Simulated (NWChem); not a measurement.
BCl

```xyz
2

B      0.0000     0.0000    -1.2974
Cl     0.0000     0.0000     0.4362
```
Atoms are numbered in this order, from 1.

STO-3G and 3-21G are far too small for this property and stand as cheap habits. All runs use the structure optimised with PBE-D3(BJ)/def2-SVP.

**Question.** List the 4 lowest vertical singlet excitations from PBE/3-21G, TDA (NWChem).

**Answer.** 
```tsv
state	energy (eV)	oscillator strength	leading excitation (squared amplitude)
S1	5.15	0.135	HOMO → LUMO+1 (0.96)
S2	5.15	0.135	HOMO → LUMO (0.96)
S3	6.83	0.000	HOMO−2 → LUMO (0.50)
S4	7.00	0.000	HOMO−2 → LUMO (0.49)
```
